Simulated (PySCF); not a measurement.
**Pb(NH2)2: one run**

Pb(NH2)2 (singlet). PySCF 2.14.0, RKS r2SCAN, Pb def2-SVP with ECP60, N def2-SVP, H def2-SVP; non-relativistic Hamiltonian with scalar-relativistic core potentials where named; density fitting; no spin-orbit coupling. Purpose: level r2SCAN.

```python
mol = gto.M(atom='''
Pb     0.00000    -0.00000    -0.12403
N      1.53474     0.22666     1.34811
H      1.37636     0.29458     2.34903
H      2.48153     0.51000     1.11697
N     -1.53474    -0.22666     1.34811
H     -1.37636    -0.29458     2.34903
H     -2.48153    -0.51000     1.11697''',
    basis={'Pb': 'def2-SVP', 'N': 'def2-SVP', 'H': 'def2-SVP'},
    ecp={'Pb': 'def2-SVP'},
    charge=0, spin=0)
mf = dft.RKS(mol, xc='R2SCAN')
mf.grids.atom_grid = (75, 302)
mf = mf.density_fit()  # fitting sets: Pb def2-universal-JKFIT, N def2-universal-JKFIT, H def2-universal-JKFIT
mf.conv_tol = 1e-08; mf.max_cycle = 55
mf.kernel(dm0)  # dm0: converged density of the relaxed state
mf.nuc_grad_method().kernel()
```

Run from Python with OMP_NUM_THREADS=2; the lines above give its settings. Where DIIS fails, smearing, a level shift and second-order steps follow.
It took 11 s on 2 threads of Arm Neoverse V1, on a shared host, from an already converged density.

(1) Where do the frontier levels lie, over both spins?

(2) What are the Mulliken charges and spins?

(3) What forces act on the atoms (eV/Å)?

The geometry was relaxed with PBE0 (Pb def2-SVP with ECP60, N def2-SVP, H def2-SVP).

## Answers

(1) HOMO -4.91 eV, LUMO -1.55 eV. 

(2) 
```
atom  charge (e)  spin (e)
 Pb1       0.552     0.000
  N2      -0.521     0.000
  H3       0.121     0.000
  H4       0.124     0.000
  N5      -0.521     0.000
  H6       0.121     0.000
  H7       0.124     0.000
```

(3) 
```
Pb   0.00  0.00 -0.25
N   -0.01 -0.03  0.03
H    0.01  0.01  0.09
H    0.08  0.03  0.00
N    0.01  0.03  0.03
H   -0.01 -0.01  0.09
H   -0.08 -0.03  0.00
```
Forces carry noise of the integration grid, about 0.01 to 0.03 eV/Å.
